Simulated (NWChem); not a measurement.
System: SiNH2I, singlet; SMILES I[Si]N

```xyz
5

Si     0.7027     1.5899     0.0000
I     -0.0229    -0.8237     0.0000
N     -0.8484     2.3169     0.0000
H     -1.7503     1.8475     0.0000
H     -0.9381     3.3300     0.0000
```
Atoms are numbered in this order, from 1.

Low-valent species are run as closed-shell singlets; no triplet was tried in these runs. Coordinates come from a PBE0/def2-SVP optimisation. def2 effective core potentials on I; no spin-orbit coupling.

Symmetry labels are those of Cs in the frame above (b1 and b2, or b-type labels, depend on it).

Question: List the 6 lowest vertical singlet excitations from BHandHLYP/def2-SVP with def2 effective core potentials on I, TDA (NWChem).

Answer: 
```json
[
 {"state": "S1", "energy (eV)": "4.28", "oscillator strength": "0.044", "symmetry": "a\"", "leading excitation (squared amplitude)": "HOMO → LUMO (0.98)"},
 {"state": "S2", "energy (eV)": "5.02", "oscillator strength": "0.006", "symmetry": "a\"", "leading excitation (squared amplitude)": "HOMO−2 → LUMO (0.98)"},
 {"state": "S3", "energy (eV)": "5.16", "oscillator strength": "0.007", "symmetry": "a'", "leading excitation (squared amplitude)": "HOMO−1 → LUMO (0.85)"},
 {"state": "S4", "energy (eV)": "6.01", "oscillator strength": "0.121", "symmetry": "a'", "leading excitation (squared amplitude)": "HOMO → LUMO+1 (0.51)"},
 {"state": "S5", "energy (eV)": "6.09", "oscillator strength": "0.003", "symmetry": "a\"", "leading excitation (squared amplitude)": "HOMO−1 → LUMO+1 (0.97)"},
 {"state": "S6", "energy (eV)": "6.77", "oscillator strength": "0.657", "symmetry": "a'", "leading excitation (squared amplitude)": "HOMO−2 → LUMO+1 (0.53)"}
]
```
